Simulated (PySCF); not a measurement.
Isomers of C7H13BO2.

All values: CAM-B3LYP/def2-SVPD (PySCF) at PBE0-D3(BJ)/def2-SVP geometries, gas phase, one conformer each. Core orbitals are frozen in the response; Δα² is half the sum of the squared differences of the principal polarisabilities.

Question: Rank by mean static polarisability, lowest first.
A. `[CH2:1]=[CH:2][C@@H:3]1[CH2:4][CH2:5][C@H:6]([B:7]([OH:8])[OH:9])[CH2:10]1` with C1–C2–C3–C4 -119°, C5–C6–B7–O8 150°, C6–B7–O8–H 177°, C6–B7–O9–H -177°, C2–C3–C4–C5 -149°, C3–C4–C5–C6 -2°, C4–C5–C6–B7 149°, C5–C6–C10–C3 -42°
B. `[CH2:1]=[C:2]([CH3:3])[CH2:4][B:5]([OH:6])[O:7][CH:8]1[CH2:9][CH2:10]1` with C1–C2–C4–B5 -111°, C2–C4–B5–O6 -97°, C4–B5–O6–H 177°, C4–B5–O7–C8 -1°, B5–O7–C8–C9 85°
C. `[OH:1][B:2]([OH:3])[C@@H:4]1[CH2:5][CH2:6][C@H:7]2[CH2:8][C@@H:9]1[CH2:10]2` with H–O1–B2–O3 177°, O1–B2–O3–H 0°, O1–B2–C4–C5 150°
D. `[CH3:1][C@@H:2]1[CH2:3][C:4]2([CH2:5][CH2:6]2)[C@@H:7]1[B:8]([OH:9])[OH:10]` with C4–C7–B8–O9 15°, C7–B8–O9–H 179°, C7–B8–O10–H 1°

Answer: C (14.07 Å³), D (14.50 Å³), B (15.11 Å³), A (15.35 Å³).

Question: Rank by vertical ionisation energy (ΔSCF), lowest first.
A. `[CH3:1][C@@H:2]1[CH2:3][C:4]2([CH2:5][CH2:6]2)[C@@H:7]1[B:8]([OH:9])[OH:10]` with C4–C7–B8–O9 15°, C7–B8–O9–H 179°, C7–B8–O10–H 1°
B. `[CH2:1]=[CH:2][C@@H:3]1[CH2:4][CH2:5][C@H:6]([B:7]([OH:8])[OH:9])[CH2:10]1` with C1–C2–C3–C4 -119°, C5–C6–B7–O8 150°, C6–B7–O8–H 177°, C6–B7–O9–H -177°, C2–C3–C4–C5 -149°, C3–C4–C5–C6 -2°, C4–C5–C6–B7 149°, C5–C6–C10–C3 -42°
C. `[CH2:1]=[C:2]([CH3:3])[CH2:4][B:5]([OH:6])[O:7][CH:8]1[CH2:9][CH2:10]1` with C1–C2–C4–B5 -111°, C2–C4–B5–O6 -97°, C4–B5–O6–H 177°, C4–B5–O7–C8 -1°, B5–O7–C8–C9 85°
D. `[OH:1][B:2]([OH:3])[C@@H:4]1[CH2:5][CH2:6][C@H:7]2[CH2:8][C@@H:9]1[CH2:10]2` with H–O1–B2–O3 177°, O1–B2–O3–H 0°, O1–B2–C4–C5 150°
E. `[OH:1][B:2]([OH:3])[C@H:4]1[C@@H:5]2[CH2:6][CH2:7][CH2:8][CH2:9][C@H:10]12` with H–O1–B2–O3 0°, O1–B2–O3–H 180°, O1–B2–C4–C5 -35°, B2–C4–C5–C6 -142°, C4–C5–C6–C7 -85°, C5–C6–C7–C8 45°, C6–C7–C8–C9 -64°

Answer: C (8.89 eV), B (9.19 eV), A (9.38 eV), E (9.51 eV), D (9.97 eV).

Question: Rank by polarisability anisotropy Δα, highest first.
A. `[OH:1][B:2]([OH:3])[C@@H:4]1[CH2:5][CH2:6][C@H:7]2[CH2:8][C@@H:9]1[CH2:10]2` with H–O1–B2–O3 177°, O1–B2–O3–H 0°, O1–B2–C4–C5 150°
B. `[CH2:1]=[C:2]([CH3:3])[CH2:4][B:5]([OH:6])[O:7][CH:8]1[CH2:9][CH2:10]1` with C1–C2–C4–B5 -111°, C2–C4–B5–O6 -97°, C4–B5–O6–H 177°, C4–B5–O7–C8 -1°, B5–O7–C8–C9 85°
C. `[CH2:1]=[CH:2][C@@H:3]1[CH2:4][CH2:5][C@@H:6]([B:7]([OH:8])[OH:9])[CH2:10]1` with C1–C2–C3–C4 -124°, C5–C6–B7–O8 -24°, C6–B7–O8–H -179°, C6–B7–O9–H -1°, C2–C3–C4–C5 -81°, C3–C4–C5–C6 -24°, C4–C5–C6–B7 -128°, C5–C6–C10–C3 25°
D. `[OH:1][B:2]([OH:3])[C@H:4]1[C@@H:5]2[CH2:6][CH2:7][CH2:8][CH2:9][C@H:10]12` with H–O1–B2–O3 0°, O1–B2–O3–H 180°, O1–B2–C4–C5 -35°, B2–C4–C5–C6 -142°, C4–C5–C6–C7 -85°, C5–C6–C7–C8 45°, C6–C7–C8–C9 -64°
E. `[CH3:1][C@@H:2]1[CH2:3][C:4]2([CH2:5][CH2:6]2)[C@@H:7]1[B:8]([OH:9])[OH:10]` with C4–C7–B8–O9 15°, C7–B8–O9–H 179°, C7–B8–O10–H 1°
F. `[CH3:1][C@@H:2]1[CH2:3][C:4]2([CH2:5][CH2:6]2)[C@H:7]1[B:8]([OH:9])[OH:10]` with C4–C7–B8–O9 -67°, C7–B8–O9–H -3°, C7–B8–O10–H -178°

Answer: C (5.66 Å³), B (3.72 Å³), D (3.23 Å³), F (2.72 Å³), E (2.35 Å³), A (2.09 Å³).

All values together:

| SMILES | μ (D) | HOMO (eV) | LUMO (eV) | α (Å³) | Δα (Å³) | ΔSCF removal energy (eV) |
| --- | --- | --- | --- | --- | --- | --- |
| C[C@@H]1CC2(CC2)[C@H]1B(O)O | 1.10 | -8.90 | 0.66 | 14.61 | 2.72 | 9.53 |
| C=C[C@@H]1CC[C@@H](B(O)O)C1 | 1.12 | -8.67 | 0.60 | 15.06 | 5.66 | 9.43 |
| C=C[C@@H]1CC[C@H](B(O)O)C1 | 2.76 | -8.45 | 0.21 | 15.35 | 5.95 | 9.19 |
| C=C(C)CB(O)OC1CC1 | 1.19 | -8.20 | 0.86 | 15.11 | 3.72 | 8.89 |
| OB(O)[C@H]1[C@@H]2CCCC[C@@H]21 | 1.28 | -8.89 | 0.65 | 14.42 | 3.23 | 9.51 |
| OB(O)[C@@H]1CC[C@H]2C[C@@H]1C2 | 1.29 | -9.31 | 0.69 | 14.07 | 2.09 | 9.97 |
| C[C@@H]1CC2(CC2)[C@@H]1B(O)O | 1.54 | -8.75 | 0.64 | 14.50 | 2.35 | 9.38 |

Conformers: `[CH3:1][C@@H:2]1[CH2:3][C:4]2([CH2:5][CH2:6]2)[C@H:7]1[B:8]([OH:9])[OH:10]` with C4–C7–B8–O9 -67°, C7–B8–O9–H -3°, C7–B8–O10–H -178°; `[CH2:1]=[CH:2][C@@H:3]1[CH2:4][CH2:5][C@@H:6]([B:7]([OH:8])[OH:9])[CH2:10]1` with C1–C2–C3–C4 -124°, C5–C6–B7–O8 -24°, C6–B7–O8–H -179°, C6–B7–O9–H -1°, C2–C3–C4–C5 -81°, C3–C4–C5–C6 -24°, C4–C5–C6–B7 -128°, C5–C6–C10–C3 25°; `[CH2:1]=[CH:2][C@@H:3]1[CH2:4][CH2:5][C@H:6]([B:7]([OH:8])[OH:9])[CH2:10]1` with C1–C2–C3–C4 -119°, C5–C6–B7–O8 150°, C6–B7–O8–H 177°, C6–B7–O9–H -177°, C2–C3–C4–C5 -149°, C3–C4–C5–C6 -2°, C4–C5–C6–B7 149°, C5–C6–C10–C3 -42°; `[CH2:1]=[C:2]([CH3:3])[CH2:4][B:5]([OH:6])[O:7][CH:8]1[CH2:9][CH2:10]1` with C1–C2–C4–B5 -111°, C2–C4–B5–O6 -97°, C4–B5–O6–H 177°, C4–B5–O7–C8 -1°, B5–O7–C8–C9 85°; `[OH:1][B:2]([OH:3])[C@H:4]1[C@@H:5]2[CH2:6][CH2:7][CH2:8][CH2:9][C@H:10]12` with H–O1–B2–O3 0°, O1–B2–O3–H 180°, O1–B2–C4–C5 -35°, B2–C4–C5–C6 -142°, C4–C5–C6–C7 -85°, C5–C6–C7–C8 45°, C6–C7–C8–C9 -64°; `[OH:1][B:2]([OH:3])[C@@H:4]1[CH2:5][CH2:6][C@H:7]2[CH2:8][C@@H:9]1[CH2:10]2` with H–O1–B2–O3 177°, O1–B2–O3–H 0°, O1–B2–C4–C5 150°; `[CH3:1][C@@H:2]1[CH2:3][C:4]2([CH2:5][CH2:6]2)[C@@H:7]1[B:8]([OH:9])[OH:10]` with C4–C7–B8–O9 15°, C7–B8–O9–H 179°, C7–B8–O10–H 1°.

Q: By how much does the ΔSCF value exceed −ε(HOMO) over the species that have both?

A: By 0.62 to 0.76 eV, 0.68 eV on average, over 7 species.
